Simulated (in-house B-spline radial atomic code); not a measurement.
Te⁶⁺. Computed with a B-spline radial atomic code. Model: all-electron spherical atom, spin shells full or empty, radial basis limit, no spin-orbit coupling: exact exchange with a local potential (Slater, KLI or optimised effective potential, whose far tail is KLI's), no correlation.

Exchange potential has not reached -1/r at the last radius.

The run also made RPA and GW results, which its time includes.

The Slater potential averages the orbital exchange potentials with the orbital densities as weights, KLI adds orbital constants, and the optimised effective potential minimises the exact-exchange energy among local potentials. So their energies lie above Hartree-Fock in the order OEP, KLI, Slater. All fall off as −1/r, unlike LDA and GGA exchange.

Command:
```bash
python run_gw.py task.json out
```
Settings (lengths in bohr, energies in hartree):
```
Z                      52
electrons              46
configuration          [Kr] 4d10
hamiltonian            nr
method                 kli
lmax                   9
spin_polarised         False
box_radius             9.29
intervals              72
```

Run time, properties included: 6.3 s on 1 thread of Arm Neoverse N1 (shared host).

Given: hamiltonian non-relativistic; mean-field start exchange-only KLI.

Computed: energy above Hartree-Fock 19.141 millihartree; virial ratio -E/T less 1 0.000321.

| radius (bohr) | r times exchange potential (hartree bohr) |
| --- | --- |
| 0.000962 | -0.039635 |
| 0.00119 | -0.048972 |
| 0.00148 | -0.060805 |
| 0.00183 | -0.074994 |
| 0.00227 | -0.092672 |
| 0.00282 | -0.11447 |
| 0.0035 | -0.14088 |
| 0.00434 | -0.17257 |
| 0.00538 | -0.21016 |
| 0.00667 | -0.25401 |
| 0.00827 | -0.30377 |
| 0.0103 | -0.35924 |
| 0.0127 | -0.41377 |
| 0.0158 | -0.46744 |
| 0.0196 | -0.51049 |
| 0.0243 | -0.53649 |
| 0.0301 | -0.54317 |
| 0.0373 | -0.54535 |
| 0.0463 | -0.58383 |
| 0.0574 | -0.68441 |
| 0.0712 | -0.81551 |
| 0.0883 | ? |
| 0.109 | ? |
| 0.136 | -0.96192 |
| 0.168 | -0.99494 |
| 0.209 | -1.1762 |
| 0.259 | -1.3693 |
| 0.321 | -1.4221 |
| 0.398 | -1.2711 |
| 0.494 | -1.0765 |
| 0.612 | -1.2864 |
| 0.759 | -1.5777 |
| 0.942 | -1.6853 |
| 1.17 | -1.6042 |
| 1.45 | -1.427 |
| 1.8 | -1.255 |
| 2.23 | -1.1401 |

**Question.** What belongs in the row 0.0883?

**Answer.** r times exchange potential (hartree bohr): -0.92441.

**Question.** What belongs in the row 0.109?

**Answer.** r times exchange potential (hartree bohr): -0.97257.

```
occupied  level (hartree)  Hartree-Fock level (hartree)
      1s          -1119.8                       -1133.6
      2s                ?                             ?
      2p          -160.02                       -164.42
      3s          -36.412                       -38.413
      3p                ?                             ?
      3d          -24.127                       -25.182
      4s          -8.6517                       -9.2558
      4p          -7.1657                       -7.5676
      4d          -4.6384                       -4.6431
```

**Question.** What belongs in the row 2s?

**Answer.** level (hartree): -170.33; Hartree-Fock level (hartree): -175.43.

**Question.** What belongs in the row 3p?

**Answer.** level (hartree): -32.109; Hartree-Fock level (hartree): -33.747.

```csv
empty,level (hartree)
5s,-3.0988
5p,?
4f,-2.0321
5d,-1.9744
```

**Question.** What belongs in the row 5p?

**Answer.** level (hartree): -2.6635.

The highest level, 4d, differs from Hartree-Fock by +0.13 eV and the deepest, 1s, by +377 eV: a local potential can match the highest level but can't give each shell its own exchange.
